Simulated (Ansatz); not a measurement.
`[SiH3][SiH]1[O][AlH]1` + `[NH2][Mg][OH]` → `[NH2][Mg][O][SiH3]` + `[O]1[AlH][SiH2]1`  (cleavage of the Si–Si bond)

Gas-phase electronic energies from Ansatz, PBE0-D4/def2-TZVP geometries. CCSD(T)/CBS adds triple-zeta CCSD(T) − MP2 to the extrapolated MP2 energy (def2 sets, frozen cores). DFT in def2-TZVPP. For Mg outer-core shells are correlated without core-valence functions, which leaves a few kJ/mol of doubt a bond. One conformer a species, not always the lowest.

CCSD(T)/CBS gives -28.6 kcal/mol.

Problem. Another level gave -27.7 kcal/mol. Which?
A. PBE0-D4/def2-TZVPP
B. ωB97X-V/def2-TZVPP
C. r2SCAN-D4/def2-TZVPP
D. PBE-D4/def2-TZVPP

Solution. B. ωB97X-V -27.7, PBE-D4 -21.5, PBE0-D4 -23.9, r2SCAN-D4 -26.5 kcal/mol.

Largest T1 diagnostic among the species: 0.016.

Leaving LDA and LC-ωPBE aside and taking each functional with its dispersion term where it has one, the values, not all of them listed here, spread over 8.7 kcal/mol, from BHLYP-D4 to PBE-D4. From r2SCAN to r2SCAN0 (25 % exact exchange), in def2-TZVPP and without D4, ΔE moves by −1.0 kcal/mol.
